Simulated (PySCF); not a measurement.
BrH3SiSn, neutral, multiplicity 1. Atoms are numbered in the order given.

```xyz
6

Sn     0.8550    -0.5178     0.0000
Br    -0.4738     1.6869     0.0000
Si    -1.4567    -1.9055     0.0000
H     -1.2670    -3.3917     0.0000
H     -2.2541    -1.5426    -1.2127
H     -2.2541    -1.5426     1.2127
```
Charge 0, spin multiplicity 1.

Geometry optimised at B3LYP-D3(BJ)/def2-SVP. The structure was generated by enumeration; whether it is a known compound was not checked. The def2 effective core potentials stand for the cores of Sn; spin–orbit coupling is left out.

Computed with CAM-B3LYP/def2-TZVPD in PySCF.

Mulliken values depend strongly on the basis, most of all with diffuse functions as here. ESP charges are fitted to the potential on shells at 1.4 to 2.0 van der Waals radii. Atomic charges (e):

```json
[
 {"atom": "Sn1", "ESP fit": "0.21", "Mulliken": "0.53"},
 {"atom": "Br2", "ESP fit": "-0.26", "Mulliken": "-0.38"},
 {"atom": "Si3", "ESP fit": "0.53", "Mulliken": "0.08"},
 {"atom": "H4", "ESP fit": "-0.18", "Mulliken": "-0.09"},
 {"atom": "H5", "ESP fit": "-0.15", "Mulliken": "-0.06"},
 {"atom": "H6", "ESP fit": "-0.15", "Mulliken": "-0.06"}
]
```
